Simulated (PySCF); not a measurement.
C2H6F2Si, SMILES C[Si@H](F)CF.

Geometry: PBE0-D3(BJ)/def2-SVP. The structure was generated by enumeration; whether it is a known compound was not checked. One conformer was computed; it need not be the lowest.

Level of theory: PySCF with SMD-M06-2X/6-31G*.

Solvation free energies are E(SMD) − E(gas) at the gas-phase geometry, for 1 M in both phases. In vacuum the dipole moment is 3.01 D.

Estimate the solvation free energies in water, ethylethanoate, acetone. (Estimate from the structure and the level; the computed values follow.)


```json
[
 {"solvent": "water", "ΔG(solv) (kcal/mol)": "-0.8", "its non-electrostatic (CDS) part": "4.5", "dipole (D)": "3.76"},
 {"solvent": "ethylethanoate", "ΔG(solv) (kcal/mol)": "-3.5", "its non-electrostatic (CDS) part": "0.5", "dipole (D)": "3.58"},
 {"solvent": "acetone", "ΔG(solv) (kcal/mol)": "-4.4", "its non-electrostatic (CDS) part": "0.6", "dipole (D)": "3.72"}
]
```
